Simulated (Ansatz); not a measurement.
Two isomers of C3H8OSi: A = `C1C[SiH2]CO1`, B = `C=C([SiH3])OC`.

Calculated with Ansatz (gas phase, PBE0-D4/def2-TZVP geometries, no zero-point term in ΔE). CCSD(T)/CBS adds triple-zeta CCSD(T) − MP2 to the extrapolated MP2 energy (def2 sets, frozen cores). DFT in def2-TZVPP. B3LYP here is the variant with VWN-RPA as its local correlation; programs differ in this. Each species was taken in one conformer, which may not be the lowest.

Q: Which isomer does CCSD(T)/CBS put lower? Give the gap. (An estimate is asked.)

A: The calculation gave: A, by 17.1 kcal/mol.

Q: Give E(B) − E(A) in kcal/mol with B3LYP, CCSD/def2-TZVPP, PBE-D4, HF/def2-TZVPP, CCSD(T)/def2-TZVPP, r2SCAN-D4, ωB97M-V. (Estimate.)

A: Computed: B3LYP 13.2, CCSD/def2-TZVPP 17.0, PBE-D4 17.4, HF/def2-TZVPP 12.5, CCSD(T)/def2-TZVPP 16.6, r2SCAN-D4 17.3, ωB97M-V 18.0. None reverses the order clearly.

Largest T1 diagnostic: 0.013.

In def2-TZVPP, CCSD(T) changes the Hartree–Fock value by +4.2 kcal/mol (the triples alone add −0.4 kcal/mol) and MP2 by +5.8 kcal/mol. From PBE to PBE0 (25 % exact exchange), in def2-TZVPP and without D4, E(B) − E(A) moves by +2.6 kcal/mol.
